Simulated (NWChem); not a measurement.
# silacyclobutane (C3H8Si); SMILES C1C[SiH2]C1

```xyz
12

C     -0.1962    -1.3215     0.0000
C      0.1612    -0.3999    -1.1982
Si    -0.0571     1.0553     0.0000
C      0.1612    -0.3999     1.1982
H      0.3114    -2.3011     0.0000
H     -1.2797    -1.5256     0.0000
H      1.2198    -0.5119    -1.4850
H     -0.4546    -0.5061    -2.1023
H     -1.4408     1.6263     0.0000
H      0.9211     2.1893     0.0000
H      1.2198    -0.5119     1.4850
H     -0.4546    -0.5061     2.1023
```
Atoms are numbered in this order, from 1.

The geometry was optimised at PBE0/def2-SVP.

Symmetry labels are those of Cs in the frame above (b1 and b2, or b-type labels, depend on it).

Problem. List the 4 lowest vertical singlet excitations from CAM-B3LYP/6-31G* (spherical d), TDA (NWChem).

Solution. 
```csv
state,energy (eV),oscillator strength,symmetry,leading excitation (squared amplitude)
S1,7.35,0.022,a",HOMO → LUMO (0.96)
S2,8.10,0.103,a',HOMO−1 → LUMO (0.84)
S3,8.49,0.000,a",HOMO−2 → LUMO (0.84)
S4,8.56,0.051,a',HOMO → LUMO+1 (0.86)
```
